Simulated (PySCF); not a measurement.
Ge(H)(Br)(NH2)2 (BrGeH5N2), SMILES [GeH]([NH2])([Br])[NH2]. Atoms are numbered in the order given.

```xyz
9

Ge     0.2140    -0.4996     0.6424
N     -1.0835    -1.7488     0.8992
N      1.5508    -1.3738    -0.2475
Br    -0.3316     1.2611    -0.8055
H      0.4952     0.1629     2.0030
H     -1.3732    -2.2286     0.0462
H     -1.9101    -1.4291     1.4040
H      2.2140    -0.7498    -0.7071
H      2.0627    -2.0469     0.3249
```
Charge 0, spin multiplicity 1.

Geometry: TPSSh-D3(BJ)/def2-SVP. This is a generated structure with no PubChem entry under its InChIKey; it may be hypothetical. Other conformers were not sampled.

Computed with B3LYP/pcSseg-1 run with PySCF.

GIAO shieldings, no solvent; atoms listed in one row are averaged. δ = σ(ref) − σ: ⁷³Ge against GeH4 (σ = 1631.8 ppm); ¹⁵N against NH3 (σ = 265.5 ppm); ¹H against TMS (σ = 31.68 ppm), references at their B3LYP-D3(BJ)/def2-TZVP geometries, non-relativistic (without spin–orbit terms, shifts of atoms bonded to Cl or Br come out too high).

| nucleus | atoms | count | δ (ppm) |
|---|---|---|---|
| ⁷³Ge | Ge1 | 1 | 402.7 |
| ¹⁵N | N2 | 1 | 49.9 |
| ¹⁵N | N3 | 1 | 35.9 |
| ¹H | H5 | 1 | 6.54 |
| ¹H | H6 | 1 | 1.38 |
| ¹H | H7 | 1 | 1.19 |
| ¹H | H9 | 1 | 0.89 |
| ¹H | H8 | 1 | 0.78 |
